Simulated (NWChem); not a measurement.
System: CH₉NSi₂; SMILES C(N)[SiH2][SiH3]

The following NWChem deck was run.

```
start job
memory heap 200 mb stack 900 mb global 1100 mb
geometry units angstroms noautosym nocenter noautoz
  N      0.071503     2.722719    -0.029231
  C      0.671598     1.401656     0.025345
  Si    -0.677994     0.065030     0.066942
  Si     0.252244    -2.091893    -0.032244
  H     -0.409191     2.863780    -0.915243
  H      0.779908     3.451430     0.034535
  H      1.234221     1.297552     0.969857
  H      1.397242     1.165005    -0.784030
  H     -1.582131     0.247338    -1.115791
  H     -1.507013     0.198421     1.304275
  H      1.174406    -2.322976     1.124528
  H      1.038199    -2.270231    -1.294166
  H     -0.819923    -3.134569     0.005476
end
basis spherical
  N library pcsseg-1
  C library pcsseg-1
  Si library pcsseg-1
  H library pcsseg-1
end
dft
  xc bhlyp
  iterations 150
end
property
  shielding
  efieldgrad
end
task dft property
```

Parts of the log:

```
             Northwest Computational Chemistry Package (NWChem) 7.3.0
             --------------------------------------------------------

                             Geometry "geometry" -> ""
                             -------------------------

 Output coordinates in angstroms (scale by  1.889725989 to convert to a.u.)

  No.       Tag          Charge          X              Y              Z
 ---- ---------------- ---------- -------------- -------------- --------------
    1 N                    7.0000     0.07150300     2.72271900    -0.02923100
    2 C                    6.0000     0.67159800     1.40165600     0.02534500
    3 Si                  14.0000    -0.67799400     0.06503000     0.06694200
    4 Si                  14.0000     0.25224400    -2.09189300    -0.03224400
    5 H                    1.0000    -0.40919100     2.86378000    -0.91524300
    6 H                    1.0000     0.77990800     3.45143000     0.03453500
    7 H                    1.0000     1.23422100     1.29755200     0.96985700
    8 H                    1.0000     1.39724200     1.16500500    -0.78403000
    9 H                    1.0000    -1.58213100     0.24733800    -1.11579100
   10 H                    1.0000    -1.50701300     0.19842100     1.30427500
   11 H                    1.0000     1.17440600    -2.32297600     1.12452800
   12 H                    1.0000     1.03819900    -2.27023100    -1.29416600
   13 H                    1.0000    -0.81992300    -3.13456900     0.00547600

 Effective nuclear repulsion energy (a.u.)     212.8680975663

                              NWChem Property Module
                              ----------------------

  itol2e modified to match energy
  convergence criterion.

                                 NWChem DFT Module
                                 -----------------

 Summary of "ao basis" -> "ao basis" (spherical)
 ------------------------------------------------------------------------------
       Tag                 Description            Shells   Functions and Types
 ---------------- ------------------------------  ------  ---------------------
 N                          pcsseg-1                 7       17   3s3p1d
 C                          pcsseg-1                 7       17   3s3p1d
 Si                         pcsseg-1                10       24   4s5p1d
 H                          pcsseg-1                 3        5   2s1p

  itol2e modified to match energy
  convergence criterion.

[...]

          -----------------------------------------
          Chemical Shielding Tensors (GIAO, in ppm)
          -----------------------------------------

                                NWChem CPHF Module
                                ------------------

  scftype          =     RHF
  nclosed          =       25
  nopen            =        0
  variables        =     2550
  # of vectors     =        3
  tolerance        = 0.10D-03
  level shift      = 0.00D+00
  max iterations   =       50
  max subspace     =       30

 SCF residual:    4.3915276392828589E-005

Iterative solution of linear equations
  No. of variables     2550
  No. of equations        3
  Maximum subspace       30
        Iterations       50
       Convergence  1.0D-04

   iter   nsub   residual    time
   ----  ------  --------  ---------
     1      3    5.28D-01     107.5
     2      6    3.32D-02     116.7
     3      9    5.90D-03     124.4
     4     12    7.69D-04     132.1
     5     15    4.54D-05     139.7

      Atom:    1  N
        Diamagnetic
    311.1359     -1.5880      8.5785
     -1.5880    328.4341     -2.9720
      8.5785     -2.9720    306.9783

        Paramagnetic
    -73.8607     11.2556     21.7241
     11.2556    -70.8424     12.4698
     21.7241     12.4698    -81.2818

        Total Shielding Tensor
    237.2752      9.6676     30.3026
      9.6676    257.5917      9.4977
     30.3026      9.4977    225.6966

           isotropic =     240.1879
          anisotropy =      50.2405

          Principal Components and Axis System
                 1           2           3
              273.6815    246.2716    200.6104

      1         0.5835     -0.5081     -0.6336
      2         0.6432      0.7654     -0.0214
      3         0.4958     -0.3950      0.7734

      Atom:    2  C
        Diamagnetic
    247.0140     -2.7183     -0.5964
     -2.7183    260.3765     -0.2900
     -0.5964     -0.2900    241.7429

        Paramagnetic
   -102.7479    -13.0798     -5.0961
    -13.0798    -78.4876     -4.1232
     -5.0961     -4.1232    -98.6668

        Total Shielding Tensor
    144.2661    -15.7981     -5.6926
    -15.7981    181.8888     -4.4132
     -5.6926     -4.4132    143.0761

           isotropic =     156.4103
          anisotropy =      47.0143

          Principal Components and Axis System
                 1           2           3
              187.7532    147.9431    133.5347

      1        -0.3352     -0.5674      0.7521
      2         0.9408     -0.1590      0.2993
      3        -0.0502      0.8079      0.5872

      Atom:    3  Si
        Diamagnetic
    878.6473      1.1082     -0.0305
      1.1082    884.7026     -0.0170
     -0.0305     -0.0170    875.7903

        Paramagnetic
   -454.7734     37.1672      0.0074
     37.1672   -445.9481      0.9964
      0.0074      0.9964   -482.8356

        Total Shielding Tensor
    423.8739     38.2754     -0.0231
     38.2754    438.7546      0.9793
     -0.0231      0.9793    392.9547

           isotropic =     418.5277
          anisotropy =      77.6782

          Principal Components and Axis System
                 1           2           3
              470.3132    393.3479    391.9221

      1         0.6360     -0.4140      0.6512
      2         0.7716      0.3307     -0.5433
      3         0.0096      0.8481      0.5298

      Atom:    4  Si
        Diamagnetic
    878.1128     -1.4932     -0.0580
     -1.4932    883.4025      0.1994
     -0.0580      0.1994    877.5866

[...]
```

Level: BHandHLYP/pcSseg-1, GIAO. Coordinates come from a PBE0/def2-SVP optimisation. No frequency run checked for a minimum. NWChem prints the field gradient with the sign opposite to the second derivative of the potential. The printed shielding anisotropy is the first printed principal value minus the mean of the other two.
